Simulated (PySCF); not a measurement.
Bonds: C1-C2 1.338 Å, C2-C3 1.470 Å, C3-N4 1.282 Å, C3-B5 1.581 Å, B5-Cl6 1.749 Å, B5-Cl7 1.740 Å. C1 carries H8, H9; C2 carries H10; N4 carries H11.

Geometry: PBE0-D3(BJ)/def2-SVP; GIAO absolute shieldings from PySCF 2.14.0 with density-fitted response routines, gas phase, non-relativistic, averaged over equivalent atoms.

At PBE0/cc-pVDZ (126 basis functions, 10 s wall time on 1 thread of an Arm Neoverse V2, shared host):
```tsv
atoms	σ (ppm)
C3	15.8
C2	57.5
C1	69.9
N4	-90.8
B5	57.9
Cl6/Cl7	706.3
H11	20.68
H10	25.34
H9	25.45
H8	25.49
```

Estimate the result of repeating the calculation with B97-2/pcSseg-1.

Answers


```tsv
atoms	σ at B97-2/pcSseg-1	change
C3	-2.0	-17.8
C2	40.5	-17.0
C1	52.8	-17.1
N4	-118.0	-27.2
B5	47.4	-10.5
Cl6/Cl7	665.0	-41.3
H11	20.76	+0.08
H10	25.44	+0.10
H9	25.59	+0.14
H8	25.49	+0.00
```

The largest change is at Cl6/Cl7 (chlorine bonded to B). Cost: 153 basis functions, 13 s wall time on 1 thread of an Arm Neoverse V1, shared host. The order of the carbon signals is the same at both levels.

A carbon bonded to boron is broadened by the quadrupolar boron nucleus and is often missing from a measured spectrum.
